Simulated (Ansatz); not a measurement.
Species: tribromo(ethyl)germane, C$_{2}$H$_{5}$Br$_{3}$Ge, net charge 0, singlet state. 
Coordinates optimised at B3LYP-D3(BJ)/def2-TZVP (Ansatz, a quantum-chemistry and plane-wave program):
```
C
H 1 1.0911
H 1 1.0911 2 108.00
C 1 1.5245 2 112.27 3 -124.31
H 4 1.0905 1 111.43 2 -179.43
H 4 1.0905 5 108.05 1 -122.73
H 4 1.0917 5 107.85 6 -116.34
Ge 1 1.9593 2 105.47 3 112.40
Br 8 2.3176 1 110.93 2 -57.08
Br 8 2.3205 1 110.61 2 -177.34
Br 8 2.3205 1 110.61 2 63.17
```
Charge 0, spin multiplicity 1.

Basis-set convergence of Hartree-Fock and CCSD correlation energies (hartree) with Ansatz. Valence correlation only, unless marked. Spin-orbit coupling is left out. Frozen are the shells of the preceding noble gas and the d and f shells that filled before the atom's block. Non-relativistic.

```csv
basis,functions,E(HF),"E(corr, CCSD)"
aug-cc-pVDZ,235,-9871.31138,-0.82099
aug-cc-pVTZ,443,(withheld),(withheld)
```

Some entries are withheld; supply them.


- aug-cc-pVTZ, E(HF): -9871.62995
- aug-cc-pVTZ, E(corr, CCSD): -1.02443
